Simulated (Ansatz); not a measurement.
Cost and result for the atomization energy of C$_{2}$H$_{10}$AlNSi (`[CH3][AlH][CH2]N[SiH3]`) (15 atoms, 14 bonds).

```xyz
15

C     1.061    1.084    1.802
Al   -0.528    0.165    1.124
C    -1.165    0.651   -0.713
N    -0.239    0.010   -1.657
Si    0.313   -1.534   -1.227
H     1.737    1.382    0.996
H     1.625    0.472    2.512
H     0.769    1.997    2.335
H    -1.471   -0.674    2.100
H    -2.212    0.383   -0.905
H    -1.092    1.741   -0.817
H    -0.296    0.311   -2.619
H    -0.609   -2.696   -1.381
H     1.623   -1.881   -1.833
H     0.485   -1.410    0.283
```

Total charge 0; spin multiplicity 1. All single points use the PBE0-D4/def2-TZVP geometry. It is one conformer, not always the lowest. Program: Ansatz. All runs use 4 threads of an Intel Xeon Platinum 8175M on a shared host. Times are those of one run each, without the atoms' runs, and a repeat can differ threefold. Electronic energies, without spin–orbit coupling; frozen cores. CCSD(T)/CBS adds CCSD(T) − MP2 in def2-TZVPP to the MP2 limit, and its time is that of the two runs behind it. T1 = 0.011.

CCSD(T)/CBS is a level of theory with its own doubt, some kJ/mol a heavy atom from the limit and from the frozen cores, so smaller differences don't rank the functionals.

```tsv
level	functions	wall time
revPBE-D4/def2-TZVPP	317	3.2 s
PBE-D4/def2-TZVPP (with forces)	317	4 s
BHLYP-D4/def2-TZVPP	317	4.8 s
CAM-B3LYP-D4/def2-TZVPP	317	6 s
r2SCANh-D4/def2-TZVPP	317	7 s
CCSD(T)/def2-SVP	128	7.5 s
PBE-QIDH/def2-TZVPP	317	9 s
B97M-V/def2-TZVPP	317	11 s
ωB97X-V/def2-TZVPP	317	12 s
ωB97M-V/def2-TZVPP (with forces)	317	16 s
MP2/def2-QZVPP	611	38 s
CCSD(T)/def2-TZVPP	317	9.2 min
CCSD(T)/CBS(def2)	–	9.8 min
```

What atomization energy does each give, and how far from CCSD(T)/CBS? (Best estimate.)

Computed: 
| level | atomization (kJ/mol) | difference from CCSD(T)/CBS | per bond |
| --- | --- | --- | --- |
| revPBE-D4/def2-TZVPP | 4986.5 | -69.0 | -4.9 |
| PBE-D4/def2-TZVPP (with forces) | 5081.4 | 25.9 | 1.9 |
| BHLYP-D4/def2-TZVPP | 4962.8 | -92.7 | -6.6 |
| CAM-B3LYP-D4/def2-TZVPP | 5080.9 | 25.4 | 1.8 |
| r2SCANh-D4/def2-TZVPP | 5029.9 | -25.6 | -1.8 |
| CCSD(T)/def2-SVP | 4760.6 | -294.9 | -21.1 |
| PBE-QIDH/def2-TZVPP | 5004.8 | -50.7 | -3.6 |
| B97M-V/def2-TZVPP | 5075.8 | 20.3 | 1.5 |
| ωB97X-V/def2-TZVPP | 5078.5 | 23.0 | 1.6 |
| ωB97M-V/def2-TZVPP (with forces) | 5071.6 | 16.1 | 1.1 |
| MP2/def2-QZVPP | 5019.5 | -36.0 | -2.6 |
| CCSD(T)/def2-TZVPP | 4925.7 | -129.8 | -9.3 |
| CCSD(T)/CBS(def2) | 5055.5 | 0.0 | 0.0 |

Leaving LDA and LC-ωPBE aside and taking each functional with its dispersion term where it has one, the values spread over 118.7 kJ/mol, from BHLYP-D4 to PBE-D4. LDA lies +620.8 kJ/mol from PBE without D4, its usual overbinding. From PBE to PBE0 (25 % exact exchange), in def2-TZVPP and without D4, the atomization energy moves by −42.1 kJ/mol: exact exchange takes away binding that semilocal exchange gives to molecules. The D4 term adds +52.2 kJ/mol with B3LYP and +27.8 kJ/mol with PBE0; it sums over pairs of atoms, weighted by their polarisabilities, and B3LYP, whose exchange is more repulsive, gets the larger term.

B3LYP here is the variant with VWN-RPA as its local correlation; programs differ in this.
